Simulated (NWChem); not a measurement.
System: iodine monochloride (ICl); SMILES ClI

Input file for NWChem:

```
start job
memory heap 200 mb stack 900 mb global 1100 mb
geometry units angstroms noautoz
  Cl     0.000000     0.000000     1.785090
  I      0.000000     0.000000    -0.598955
end
basis spherical
  * library def2-svp
end
ecp
  I library def2-ecp
end
dft
  xc b3lyp
  iterations 150
  mulliken
end
task dft energy
```

NWChem printed, in part:

```
             Northwest Computational Chemistry Package (NWChem) 7.3.0
             --------------------------------------------------------

 ORDER OF PRIMARY AXIS IS BEING SET TO 4
 C4V symmetry detected

                             Geometry "geometry" -> ""
                             -------------------------

 Output coordinates in angstroms (scale by  1.889725989 to convert to a.u.)

  No.       Tag          Charge          X              Y              Z
 ---- ---------------- ---------- -------------- -------------- --------------
    1 Cl                  17.0000     0.00000000     0.00000000     1.80506264
    2 I                   53.0000     0.00000000     0.00000000    -0.57898236

 Effective nuclear repulsion energy (a.u.)     199.9914856258

      Symmetry information
      --------------------

 Group name             C4v
 Group number             18
 Group order               8
 No. of unique centers     2

                                 NWChem DFT Module
                                 -----------------

 Summary of "ao basis" -> "ao basis" (spherical)
 ------------------------------------------------------------------------------
       Tag                 Description            Shells   Functions and Types
 ---------------- ------------------------------  ------  ---------------------
 Cl                         def2-svp                 8       18   4s3p1d
 I                          def2-svp                10       26   4s4p2d

      Symmetry analysis of basis
      --------------------------

        a1         18
        a2          0
        b1          3
        b2          3
        e          20

            General Information
            -------------------
          SCF calculation type: DFT
          Wavefunction type:  closed shell.
          No. of atoms     :     2
          No. of electrons :    42
           Alpha electrons :    21
            Beta electrons :    21
          Charge           :     0
          Spin multiplicity:     1
          Use of symmetry is: on ; symmetry adaption is: on
          Maximum number of iterations: 150
          AO basis - number of functions:    44
                     number of shells:    18
          Convergence on energy requested:  1.00D-06
          Convergence on density requested:  1.00D-05
          Convergence on gradient requested:  5.00D-04

              XC Information
              --------------
                         B3LYP Method XC Potential
                     Hartree-Fock (Exact) Exchange  0.200
                        Slater Exchange Functional  0.800 local
                    Becke 1988 Exchange Functional  0.720 non-local
              Lee-Yang-Parr Correlation Functional  0.810
                  VWN I RPA Correlation Functional  0.190 local

             Grid Information
             ----------------
          Grid used for XC integration:  medium
          Radial quadrature: Mura-Knowles
          Angular quadrature: Lebedev.
          Tag              B.-S. Rad. Rad. Pts. Rad. Cut. Ang. Pts.
          ---              ---------- --------- --------- ---------
          Cl                  1.00       88           8.0       590
          I                   1.40      123           8.0       590
          Grid pruning is: on
          Number of quadrature shells:   211
          Spatial weights used:  Erf1

      Superposition of Atomic Density Guess
      -------------------------------------

 Sum of atomic energies:        -806.45063907

      Non-variational initial energy
      ------------------------------

 Total energy =    -755.984249
 1-e energy   =   -1340.830497
 2-e energy   =     490.510641
 HOMO         =      -0.312348
 LUMO         =      -0.137628

      Symmetry analysis of molecular orbitals - initial
      -------------------------------------------------

 !! scf_movecs_sym_adapt:    6 vectors were symmetry contaminated

  Symmetry fudging

 !! scf_movecs_sym_adapt:    6 vectors were symmetry contaminated

  Numbering of irreducible representations:

     1 a1          2 a2          3 b1          4 b2          5 e

  Orbital symmetries:

     1 a1          2 a1          3 a1          4 e           5 e
     6 a1          7 a1          8 e           9 e          10 a1
    11 e          12 e          13 b2         14 b1         15 a1
    16 a1         17 a1         18 e          19 e          20 e
    21 e          22 a1         23 a1         24 a1         25 e
    26 e          27 e          28 e          29 b2         30 b1
    31 a1

     ---------------------------------------------
      Total Density - Mulliken Population Analysis
     ---------------------------------------------

    Atom       Charge   Shell Charges
 -----------   ------   -------------------------------------------------------
    1 Cl  17    17.24   2.00  1.99  1.23  0.74  5.94  2.04  3.29  0.01
    2 I   25    24.76   1.83  0.22  1.24  0.67  2.94  3.11  2.34  2.38  9.83  0.21

   convergence    iter        energy       DeltaE   RMS-Dens  Diis-err
 ---------------- ----- ----------------- --------- --------- ---------
 d= 0,ls=0.0,diis     1   -757.8297545546 -8.52D+02  1.79D-02  2.06D-01
 d= 0,ls=0.0,diis     2   -757.8392469961 -9.49D-03  8.63D-03  7.78D-02
 d= 0,ls=0.0,diis     3   -757.8490229783 -9.78D-03  3.31D-03  1.60D-02
 d= 0,ls=0.0,diis     4   -757.8510930833 -2.07D-03  1.04D-03  2.18D-03
 d= 0,ls=0.0,diis     5   -757.8514339746 -3.41D-04  1.57D-04  3.30D-05
  Resetting Diis
 d= 0,ls=0.0,diis     6   -757.8514404202 -6.45D-06  2.07D-05  8.68D-07
 d= 0,ls=0.0,diis     7   -757.8514405526 -1.32D-07  3.68D-06  4.81D-09

         Total DFT energy =     -757.851440552603
      One electron energy =    -1340.876040565077
           Coulomb energy =      539.266781859257
    Exchange-Corr. energy =      -50.577788274041
 Nuclear repulsion energy =       94.335606427258

 Numeric. integr. density =       42.000000407174

[...]
```

Level: B3LYP/def2-SVP with def2 effective core potentials on I. All runs use the structure optimised with PBE-D3(BJ)/def2-SVP. B3LYP is NWChem's, with the RPA form of VWN correlation. def2 effective core potentials on I; no spin-orbit coupling.
